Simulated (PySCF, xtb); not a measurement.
TeBr₄, SMILES [Te](Br)(Br)(Br)Br.

GFN2-xTB (xtb) at its own geometry gives an orbital gap of 2.64 eV and a dipole moment of 3.42 D.

Coordinates come from a PBE-D3(BJ)/def2-SVP optimisation. The def2 effective core potentials stand for the cores of Te; spin–orbit coupling is left out.

Problem. What does PBE/def2-TZVP (PySCF) give? (An estimate is asked for; the answer gives what the named calculation found.)

Solution. gap 2.08 eV (levels -6.93 and -4.85 eV), dipole 0.07 D.
